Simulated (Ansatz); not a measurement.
Calculated with Ansatz (gas phase, PBE0-D4/def2-TZVP geometries, no zero-point term in ΔE). CCSD(T)/CBS is the MP2 limit (def2-TZVPP, def2-QZVPP) plus CCSD(T) − MP2 in def2-TZVPP, frozen cores. This one scheme is used for every species. Functionals use def2-TZVPP. B3LYP here is the variant with VWN-RPA as its local correlation; programs differ in this. Each species was taken in one conformer, which may not be the lowest.

`C[Si](N)(O)S` → `NO` + `C[Si]S`  (silylene formation by 1,1-elimination)

CCSD(T)/CBS gives +574.1 kJ/mol.

(1) Another level gave +553.5 kJ/mol. Which?
A. B3LYP-D4/def2-TZVPP
B. RPA@PBE/def2-TZVPP
C. CAM-B3LYP-D4/def2-TZVPP
D. B3LYP/def2-TZVPP

(2) What do rigid-rotor, harmonic-oscillator terms from PBE0-D4/def2-TZVP frequencies (298.15 K, 1 bar) make of the CCSD(T)/CBS value? (Best estimate.)

Largest T1 diagnostic among the species: 0.014.

Answers

(1) A. B3LYP-D4 553.5, RPA@PBE/def2-TZVPP 529.0, B3LYP 535.5, CAM-B3LYP-D4 572.5 kJ/mol.

(2) The calculation gave: ΔZPE = -2.0 kJ/mol, ΔH = +573.1 kJ/mol, ΔS = 164 J/(mol·K), ΔG = +524.3 kJ/mol.

The D4 term adds +17.9 kJ/mol with B3LYP and +10.0 kJ/mol with PBE0; it sums over pairs of atoms, weighted by their polarisabilities, and B3LYP, whose exchange is more repulsive, gets the larger term. From BLYP to BHLYP (50 % exact exchange), in def2-TZVPP and without D4, ΔE moves by +67.0 kJ/mol.

CCSD(T)/CBS has its own doubt, a few kJ/mol and more with outer-core shells, so smaller differences from it don't rank the levels.
